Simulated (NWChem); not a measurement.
A series in which one site is exchanged, each optimised at PBE0/def2-SVP with NWChem, gas phase unless a solvent is named. For some, no frequency run checked for a minimum. def2 effective core potentials on In, I; no spin-orbit coupling.

A: [InH2][I] (InH$_{2}$I; site = In)
B: [AlH2][I] (AlH2I; site = Al)
C: [GaH2][I] (GaH$_{2}$I; site = Ga)
D: BI (BH2I; site = B)

```
quantity                                                  A     B  C     D
-----------------------------------------------------  ----  ----  -  ----
orbital gap (eV), PBE0/def2-SVP                        5.13  5.71  ?  5.33
vertical ionisation energy, ΔSCF, PBE/def2-SVP (eV)    9.20  9.59  ?  9.80
vertical ionisation energy, ΔSCF, B3LYP/def2-SVP (eV)  9.38  9.82  ?  9.95
static polarisability, B3LYP/def2-SVPD (bohr³)         78.0  66.0  ?  51.2
lowest singlet excitation, B3LYP/def2-SVPD, TDA (eV)   3.73  4.29  ?  3.73
```

Q: Some entries are withheld; supply them.

A: 
- orbital gap (eV), PBE0/def2-SVP, C: 5.42
- vertical ionisation energy, ΔSCF, PBE/def2-SVP (eV), C: 9.45
- vertical ionisation energy, ΔSCF, B3LYP/def2-SVP (eV), C: 9.65
- static polarisability, B3LYP/def2-SVPD (bohr³), C: 68.2
- lowest singlet excitation, B3LYP/def2-SVPD, TDA (eV), C: 3.94
